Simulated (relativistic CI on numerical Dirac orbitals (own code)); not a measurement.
# Transition arrays of In9+

Method of calculation: Dirac-Coulomb-Breit CI, separate exchange-only KLI orbitals for each configuration, a model potential for QED, valence Slater integrals scaled by 0.9, whole transition arrays (own radial code, finite nucleus).

Configuration list (outside the closed core [Ar] 3d10 4s2): 4p6 4d4, 4p6 4d3 4f, 4p5 4d5, 4p6 4d3 5p, 4p6 4d3 5f. Levels of other configurations are missing.

All E1 lines from the levels of 4p6 4d4; mean and standard deviation are weighted by gf, and upper levels are sorted by their leading configuration.

| Upper configuration | Lines | Σgf | Mean (eV) | Mean (nm) | σ (eV) | Strongest line (nm) |
| --- | --- | --- | --- | --- | --- | --- |
| 4p6 4d3 4f | 2613 | 801.2 | 83.95 | 14.768 | 3.60 | 14.771 |
| 4p5 4d5 | 3244 | 1077.3 | 86.77 | 14.288 | 3.56 | 14.056 |
| 4p6 4d3 5p | 1931 | 97.4 | 66.62 | 18.612 | 1.90 | 18.754 |
| 4p6 4d3 5f | 2825 | 61.7 | 112.72 | 11.000 | 2.22 | 10.823 |

Σgf per state of the lower configuration in bins of 0.2 nm over the central range (centre: value): 10.9: 0.14, 11.1: 0.07, 11.3: 0.03, 13.3: 0.05, 13.5: 0.17, 13.7: 0.34, 13.9: 0.61, 14.1: 1.35, 14.3: 1.39, 14.5: 1.98, 14.7: 2.14, 14.9: 0.27, 15.1: 0.18, 15.3: 0.08, 15.5: 0.05, 17.1: 0.02, 17.5: 0.02, 17.7: 0.03, 17.9: 0.05, 18.1: 0.05, 18.3: 0.10, 18.5: 0.10, 18.7: 0.12.

**Question.** How do configuration mixing and the scaling of the Slater integrals move the arrays?

**Answer.** Slater scale 0.9, no configuration mixing: 4p6 4d3 4f 77.7 ± 3.5 eV (Σgf 951.4), 4p5 4d5 80.4 ± 6.4 eV (Σgf 786.4), 4p6 4d3 5p 66.4 ± 1.8 eV (Σgf 126.1), 4p6 4d3 5f 113.0 ± 1.9 eV (Σgf 0.2); Slater scale 1: 4p6 4d3 4f 85.4 ± 4.0 eV (Σgf 784.5), 4p5 4d5 88.4 ± 3.8 eV (Σgf 1121.1), 4p6 4d3 5p 66.6 ± 2.0 eV (Σgf 94.0), 4p6 4d3 5f 112.7 ± 2.5 eV (Σgf 76.9); Slater scale 0.8: 4p6 4d3 4f 82.3 ± 3.4 eV (Σgf 788.4), 4p5 4d5 85.0 ± 3.4 eV (Σgf 1065.5), 4p6 4d3 5p 66.6 ± 1.7 eV (Σgf 94.8), 4p6 4d3 5f 112.7 ± 2.0 eV (Σgf 49.9). With mixing, levels are counted to their leading configuration, so an array can shrink or vanish into another, and the sums then hold other lines.
